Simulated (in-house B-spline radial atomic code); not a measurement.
Radial electron density of Ar IX (Ar8+), [He] 2s1 2p6 (4p3/2)1. Level of theory: Dirac-Hartree-Fock, average of the jj configuration, Fermi nucleus of rms radius 3.4274 fm; calculated with a B-spline radial code for spherical atoms.

Columns: r (bohr), 4πr²n(r) (electrons per bohr), bar.

```
 0.00344   0.5096 #
 0.00415   0.7207 ##
   0.005    1.011 ##
 0.00604    1.417 ###
 0.00729    1.967 ####
  0.0088    2.707 ######
  0.0106    3.671 ########
  0.0128    4.931 ###########
  0.0155    6.544 ##############
  0.0187    8.471 ##################
  0.0225    10.68 #######################
  0.0272    13.17 ############################
  0.0328    15.67 ##################################
  0.0396    17.95 #######################################
  0.0478    19.64 ##########################################
  0.0577     20.4 ############################################
  0.0697    20.03 ###########################################
  0.0841    18.63 ########################################
   0.102    16.65 ####################################
   0.123    15.02 ################################
   0.148    14.46 ###############################
   0.178    15.25 #################################
   0.215    16.94 #####################################
    0.26    18.33 ########################################
   0.314    18.05 #######################################
   0.379    15.52 #################################
   0.457    11.33 ########################
   0.552    6.819 ###############
   0.666    3.377 #######
   0.804    1.406 ###
    0.97   0.4938 #
    1.17  0.08892 
    1.41  0.03948 
    1.71   0.3375 #
    2.06   0.6326 #
    2.49   0.5772 #
       3   0.2879 #
    3.62  0.07666 
    4.37  0.01015 
    5.27 0.0006115 
    6.37 1.37e-05 
    7.68 1.053e-07
```

On this grid the curve has 3 maxima, near 0.0577, 0.26, 2.06 bohr.

The 4p3/2 radial function P(r) = rR(r), positive near the nucleus, with its small component Q(r) (sign convention: Q ≈ (P' + κP/r)/2c):

```
r (bohr)          P           Q
 0.00415  0.0008675  -2.846e-05
 0.00604   0.001804  -5.911e-05
  0.0088   0.003729   -0.000122
  0.0128     0.0076  -0.0002482
  0.0187    0.01536  -0.0005001
  0.0272    0.03009  -0.0009753
  0.0396    0.05706   -0.001839
  0.0577     0.1032   -0.003307
  0.0841     0.1736   -0.005555
   0.123     0.2633   -0.008522
   0.178     0.3347    -0.01135
    0.26     0.3151    -0.01255
   0.379     0.1107    -0.01006
   0.552    -0.2657   -0.003434
   0.804    -0.5263    0.004392
    1.17    -0.2004    0.006859
    1.71     0.5807    0.001202
    2.49     0.7597    -0.00342
    3.62     0.2769   -0.001787
    5.27    0.02473  -0.0001828
```
